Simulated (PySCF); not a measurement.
## Electron correlation in Lu⁵⁰⁺ (lutetium, charge +50)

[Ar] 3d3, high-spin 4F determinant. Computed with PySCF 2.14 in an even-tempered Gaussian basis (17 s from 11 bohr⁻², ratio 2.5; 12 p from 15 bohr⁻², ratio 2.5; 7 d from 15 bohr⁻², ratio 2.5; 4 f from 54 bohr⁻², ratio 2.7; 3 g from 81 bohr⁻², ratio 2.7), with scalar relativity by spin-free X2C-1e. Frozen: [Ne]; 11 electrons correlated; the 24 highest virtual orbitals of each spin left out.

| level | correlation energy (mhartree) |
| --- | --- |
| CCSD | -501.29 |
| (T) | -1.38 |
| CCSD(T) | -502.67 |

Diagnostics: T1 = 0.00019, D1 = 0.0004, largest double amplitude 0.024.

Spin-orbit coupling is strong in this species (close to jj coupling), so the high-spin LS determinant is a model state, not a physical level.

Cost of the coupled-cluster step: 74 s of wall time on 2 threads of Neoverse-V2 (shared host), for 11 correlated electrons.

At this charge the one-electron X2C treatment keeps the bare 1/r₁₂, with no two-electron picture change or Breit term. The effect here is smaller than on the frozen 1s shell; and a scalar Hamiltonian misses the large spin-orbit splitting of the p shells, which matters for ns² → np² pairs.

Spin-orbit coupling is strong in this species, so the high-spin LS determinant is a model state.
